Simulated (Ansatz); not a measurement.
An input meant for the cluster Ga₃⁺ (charge 1, singlet; scaled by 0.92).

```yaml
crystal:
  periodic: [false, false, false]
  atoms:
    - {symbol: Ga, position_ang: [-1.027739, 0.824482, 0.364651]}
    - {symbol: Ga, position_ang: [1.286392, 0.323802, 0.330705]}
    - {symbol: Ga, position_ang: [-0.258653, -1.148284, -0.695357]}
basis:
  gaussian: {orbitals: STO-3G}
total_charge: 1
hamiltonian: {xc: {name: PBE0}}
correlation: {method: rpa, electrons: all}
accuracy: high
multiplicity: 3
```

```sh
$ ansatz run in.yaml --threads 4 --pin off --events-out ev --progress --plain --max-ram 3916MiB
```

(1) Predict how Ansatz answers.

## Answers

(1) The program refused the input. The input holds a key that doesn't belong there (the spin goes under magnetization).
```
Error: YAML parse error: error: line 13 column 1: unknown field `multiplicity`, expected one of crystal, accuracy, basis, kpoints, hamiltonian, magnetization, projection, total_charge, correlation, batch, efield, external_charges, scf, relax, neb, saddle, md, ramp, phonons, dielectric, real_time, elastic, magnetic_configurations, gw, evaluate, workflow, output, checkpoint, execution
11 | correlation: {method: rpa, electrons: all}
12 | accuracy: high
13 | multiplicity: 3
```
